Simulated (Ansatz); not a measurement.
Ansatz (a program for electronic structure) input:

Ansatz 0.2 input:
```yaml
crystal:
  periodic: [false, false, false]
  atoms:
    - {symbol: Rb, position_ang: [-0.00000000, -0.00000000, -0.95163916]}
    - {symbol: Cl, position_ang: [0.00000000, 0.00000000, 2.07121463]}
basis:
  gaussian:
    orbitals: def2-SVPD
total_charge: -1
magnetization: {spin_polarized: true, initial_magnetization: 1}
correlation: {method: ccsd_t, electrons: outside_noble_gas}
output: {forces: true}
```

Problem. Which total energy does the run end on?

Solution. -483.43968 Eh (CCSD(T)/def2-SVPD). The basis has 54 functions.
